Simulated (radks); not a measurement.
Results of a calculation; reference values are marked as such.
Task: Coherent X-ray form factor from a spherical all-electron density. Code: a radial shooting solver on a logarithmic mesh with Libxc functionals. Model: non-relativistic Kohn-Sham, PBEsol, spin-polarised, spherical densities, point nucleus.

sin(theta)/lambda (1/angstrom),f0 (electrons)
0.05,16.718
0.1,15.928
0.15,14.781
0.2,13.463
0.25,12.145
0.3,10.945
0.4,9.093
0.5,7.904
0.6,7.113
0.8,5.922
1,4.816
1.25,3.598
1.5,2.699
2,1.738

The species is in the configuration that NIST lists as its ground one. Which atom or ion scatters so?

Result: The potassium ion K2+, [Ne] 3s2 3p5. Extrapolating in s^2 from the first two rows gives f0(0) = 17.0, near the electron count 17; among species with that count, the fall with angle is slower the higher Z, and the table is that of Z = 19; from so few rows the species is fixed only to a neighbour or two.
